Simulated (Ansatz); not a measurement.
Molecule: difluoroboranylsilane, sum formula BSiH₃F₂, net charge 0, singlet state. 
Geometry from a B3LYP-D3(BJ)/def2-TZVP (Ansatz, a first-principles code) optimisation:
SMILES: B(F)([SiH3])F
```xyz
7

F      1.3008     1.1169    -0.1169
B      0.5869     0.0083     0.0016
F      1.2739    -1.1170     0.1334
Si    -1.4476     0.0010    -0.0095
H     -1.9247    -0.8963    -1.0885
H     -1.9832     1.3635    -0.2245
H     -1.9336    -0.5219     1.2898
```
Charge 0, spin multiplicity 1.

Wanted: vertical triplet-singlet gap (E(triplet) - E(singlet); each state is the SCF solution reached for its spin), in kcal/mol. Correlated levels leave the core frozen unless marked. Open shells are spin-unrestricted. Spin-orbit coupling is left out. No relativistic terms. Basis-set limits of correlation are two-point, X^-3; Hartree-Fock from the larger set. The bracket is a focal-point correction in the basis named.

```tsv
level	program	vertical triplet-singlet gap (kcal/mol)
HF/aug-cc-pV(T+d)Z	Ansatz	119.0
HF/aug-cc-pV(Q+d)Z	Ansatz	118.8
SVWN5/def2-TZVPD	Ansatz	117.6
PBE/def2-TZVPD	Ansatz	114.9
B3LYP/def2-TZVPD	Ansatz	122.0
BHLYP/def2-TZVPD	Ansatz	126.6
CAM-B3LYP/def2-TZVPD	Ansatz	124.6
```

Problem. Estimate the value at RI-MP2/CBS(aug-cc-pV(T+d)Z,aug-cc-pV(Q+d)Z)+[CCSD(T)-MP2]/aug-cc-pV(T+d)Z as computed with Ansatz.

Solution. 130.4 kcal/mol
